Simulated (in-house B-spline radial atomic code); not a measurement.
The numbers below are computed, except where a source is named.
# Stopping and range of 1 keV Cl in InAs

The pair potential comes from two frozen, spherical free-atom densities (PBE, B-spline radial code, scalar-relativistic past argon): electrostatics plus the change in Thomas-Fermi kinetic and Dirac exchange energy where they overlap, the recipe behind the universal ZBL potential, which averages such potentials (from solid-state densities) over many pairs. It is written V = (Z1 Z2 e²/r) φ(r/a), with e² = 14.3996 eV·Å and a = 0.46850 Å/(Z1^0.23 + Z2^0.23); ZBL's fit is φ = 0.18175 e^(−3.1998x) + 0.50986 e^(−0.94229x) + 0.28022 e^(−0.4029x) + 0.02817 e^(−0.20162x). Where φ falls below 4e-4 it is continued as an exponential.

The target is taken as amorphous, with density 5.68 g/cm³ (NSM archive of the Ioffe Institute); channelling is ignored. Masses: Cl 35.45, In 114.82, As 74.92 u. Nuclear stopping is S_n = 4π a Z1 Z2 e² M1/(M1 + M2) × s_n(ε), with s_n integrated over impact parameters for each pair. Electronic stopping is Lindhard and Scharff's S_e = Z1^(1/6) 8π e² a0 Z1 Z2/(Z1^(2/3) + Z2^(2/3))^(3/2) × v/v0, with a0 = 0.529177 Å and v = v0 at 24.801 keV/u; it misses the oscillations with Z1 seen in experiment, which reach tens of per cent. Compounds add by atom fraction.

| target atom | a (Å) | ε at this energy | s_n, this pair | s_n, ZBL potential |
| --- | --- | --- | --- | --- |
| In | 0.10730 | 0.006835 | 0.1468 | 0.1406 |
| As | 0.11279 | 0.009478 | 0.1649 | 0.1605 |

Task: What are the atom density and the stopping powers at entry?

Result: N = 5.68 × 0.602214/94.87 = 0.03606 atoms/Å³. For In: S_n = 3815 × 0.1468 = 560.1 eV·Å², S_e = 3.0497 × √1000 = 96.44 eV·Å². For As: S_n = 3678 × 0.1649 = 606.5 eV·Å², S_e = 2.6446 × √1000 = 83.63 eV·Å². Averaged over the target's atoms (half each) and times N × 10 Å/nm, the ion loses N S_n = 210 eV/nm to recoils and N S_e = 32.5 eV/nm to electrons; the nuclear share is 87 %.

Along the track:

```
E (keV)  N S_n (eV/nm)  N S_e (eV/nm)
   0.05           47.2           7.26
   0.15           87.8           12.6
    0.3            124           17.8
    0.5            157             23
   0.75            187           28.1
      1            210           32.5
```

Task: Estimate the path length and the projected range.

Result: With continuous slowing down the path is the integral of dE/(N (S_n + S_e)). Trapezoids over the table give 6.32 nm, and the stretch below the first row, with stopping taken as √E, adds 2E/(N S) = 1.8 nm: 8.16 nm in all, against 7.52 nm on a fine grid from 5 eV, a cut that itself drops some per cent of so short a path. Deflections shorten the depth: to first order in the energy passed on, N (S_n + S_e) dR_p/dE = 1 − N S_n (M2/M1) R_p/(2E), summed over the target's atoms, and integrating this on the fine grid gives R_p = 2.42 nm, 0.32 of the path. Lindhard's rule of thumb R/(1 + M2/3M1), with mean M2/M1 = 2.68, gives 3.98 nm; it is meant for M2/M1 below about 2. On the ZBL potential the same equation gives 2.51 nm, and the full integral equation, which keeps hard collisions, 2.54 nm.
